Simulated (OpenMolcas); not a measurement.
**3d⁶ along the 24-electron sequence**

- Program: OpenMolcas 26.06
- Method: CASSCF
- Basis: ANO-RCC-VTZP
- Scalar Hamiltonian: DKH2, point nucleus
- Spin-orbit coupling: state interaction with AMFI integrals over the reference wave functions, term energies averaged over their components

Active space for each ion: 6 electrons in 10 orbitals (3d 4d).

Computed levels in cm-1 above ⁵D₄:

| Level | Co3+ | Ni4+ | Cu5+ |
| --- | --- | --- | --- |
| ⁵D₃ | 606 | 817 | 1100 |
| ⁵D₂ | 1029 | 1381 | 1845 |
| ⁵D₁ | 1300 | 1741 | 2319 |
| ⁵D₀ | 1432 | 1917 | 2550 |
| ³H₆ | 25603 | 29041 | 32236 |
| ³H₅ | 25898 | 29432 | 32740 |
| ³H₄ | 26106 | 29699 | 33054 |
| ³P₂(1) | 27925 | 31556 | 34884 |
| ³F₄(1) | 29154 | 33098 | 36678 |
| weight of ⁵D in the lowest level (%) | 100 | 100 | 100 |

Measured, with the error of the calculation in %. Measured levels: Co3+ from Sugar and Corliss, J. Phys. Chem. Ref. Data 10, 1097 (1981); Ni4+ from Corliss and Sugar, J. Phys. Chem. Ref. Data 10, 197 (1981); Cu5+ from Sugar and Musgrove, J. Phys. Chem. Ref. Data 19, 527 (1990).

```tsv
Level	Co3+	Ni4+	Cu5+
⁵D₃	639 (-5.1)	890 (-8.1)	1196 (-8.0)
⁵D₂	1078 (-4.5)	1490 (-7.3)	1987 (-7.1)
⁵D₁		1872 (-7.0)	2490 (-6.8)
⁵D₀	1494 (-4.1)	2058 (-6.8)	2733 (-6.7)
³H₆	23680 (+8.1)	27111 (+7.1)	30418 (+6.0)
³H₅	24032 (+7.8)	27578 (+6.7)	31009 (+5.6)
³H₄	24272 (+7.6)	27859 (+6.6)	31288 (+5.6)
³P₂(1)	22883 (+22.0)	26153 (+20.7)	29285 (+19.1)
³F₄(1)	25396 (+14.8)	29124 (+13.6)	32756 (+12.0)
```

The fine-structure level ⁵D₀ changes by a factor of 1.78 from Co3+ to Cu5+. Its fourth root runs 6.15, 6.62, 7.11, with steps per unit of Z of 0.47, 0.49; equal steps would mean a (Z - σ)^4 law with constant σ.

³H₆ changes by a factor of 1.26 over the same range, with steps per unit of Z of +3440, +3200 cm-1.

Without dynamic correlation excited terms often stand tens of per cent too high (terms of higher spin than the ground term too low), and those without a measured partner can miss by more than the paired ones. Active for correlation alone: 4d; no level in the range computed is led by a configuration that fills it, so any true level of that kind is missing. Some levels mix across a computed gap that differs much from the measured one, so their mixing is not that of the real levels (holds for Cu5+). Computed and measured levels are paired by configuration, term and J; levels that our copy of the source lacks, or whose pairing is in doubt (as where it misses far off the trend of its configuration), stay unpaired and out of the deviations. Levels of configurations outside the active space are missing.

A number in round brackets counts repeated terms of one configuration in the order of the reference energies.
